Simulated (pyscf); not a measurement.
O=Re(=O)(=O)–F, singlet

Gas-phase minimum from PySCF at ωB97X-D3(BJ)/def2-SVP, one conformer. 

SMILES: [O]=[Re](=[O])(=[O])[F]
```xyz
5

O      1.7238    -0.7236    -1.0008
Re     0.2615    -0.1079    -0.4356
O      0.0865     1.4647    -1.0123
O     -0.9901    -1.0476    -1.0579
F      0.2230    -0.1254     1.4144
```
Charge 0, spin multiplicity 1.

Bonded distances (Å): O1–Re2 1.684, Re2–O3 1.684, Re2–O4 1.684, Re2–F5 1.850. Angles (°): O1–Re2–O3 108.5, O1–Re2–O4 108.5, O1–Re2–F5 110.5, O3–Re2–O4 108.5, O3–Re2–F5 110.4, O4–Re2–F5 110.4.

Properties at ωB97X-D3(BJ)/def2-SVP:

| Property | Value |
|---|---|
| Harmonic wavenumbers, unscaled | 236, 236, 319, 363, 363, 730, 1059, 1059, 1108 cm⁻¹ |
| Zero-point energy | 7.8 kcal/mol |
| Rotational symmetry number | 3 |
| Entropy of this conformer at 298 K and 1 atm, rigid rotor and harmonic oscillator, modes under 100 cm⁻¹ raised to 100 | 310.3 J/(mol K) |
| Dipole moment | 1.13 D |

Single-point totals, which compare only within one level:

| level | total energy (hartree) |
|---|---|
| ωB97X-D3(BJ)/def2-TZVP | -404.13770 |
| PBE/def2-TZVP | -403.87160 |
| r²SCAN/def2-TZVP | -404.02534 |
| B3LYP-D3(BJ)/def2-TZVP | -404.13200 |
| PBE0-D3(BJ)/def2-TZVP | -403.75686 |
| M06-2X/def2-TZVP | -403.82059 |
| ωB97M-D3(BJ)/def2-TZVP | -404.10211 |

Elements past Kr carry the def2 core potentials, without spin-orbit coupling.
